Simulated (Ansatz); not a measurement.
PBE exchange is replaced step by step with exact exchange (0 % is PBE, 25 % PBE0; no dispersion term), basis def2-TZVP, Ansatz. System: ReO3(NH2) (ReNO3H2). The state is a singlet with charge 0. Geometry: r2SCAN-D4/def2-SVP.

Geometry of the singlet:

Cartesian coordinates in Å:
```
Re -0.023 0.357 0.653
O -1.554 0.086 1.373
O 1.197 -0.282 1.669
O 0.166 2.037 0.387
N 0.106 -0.532 -1.042
H 0.419 -1.496 -1.142
H -0.310 -0.169 -1.898
```

In the def2 sets Re takes a core potential; there is no spin–orbit coupling.

```json
{"exact exchange (%)": "0", "HOMO (eV)": "-7.51", "LUMO (eV)": "-3.67", "gap (eV)": "3.84"}
{"exact exchange (%)": "5", "HOMO (eV)": "-7.80", "LUMO (eV)": "-3.54", "gap (eV)": "4.26"}
{"exact exchange (%)": "10", "HOMO (eV)": "-8.09", "LUMO (eV)": "-3.40", "gap (eV)": "4.69"}
{"exact exchange (%)": "25", "HOMO (eV)": "-8.97", "LUMO (eV)": "-2.99", "gap (eV)": "5.98"}
{"exact exchange (%)": "35", "HOMO (eV)": "-9.57", "LUMO (eV)": "-2.70", "gap (eV)": "6.87"}
{"exact exchange (%)": "50", "HOMO (eV)": "-10.48", "LUMO (eV)": "-2.26", "gap (eV)": "8.22"}
```

(1) Fit a straight line to the column «gap (eV)» against the share of exact exchange and predict its value at 15 %.

Answers

(1) With x = exact exchange (%) and y = gap (eV): mean x = 20.83, mean y = 5.643; Σ(x − x̄)(y − ȳ) = 163.7, Σ(x − x̄)² = 1871; slope b = 0.08749, intercept a = ȳ − b·x̄ = 3.821. The residuals of the fitted rows reach 0.03. At x = 15 the line gives 3.821 + (0.08749 × 15) = 5.13; the run gave 5.11, 0.02 less than the line.
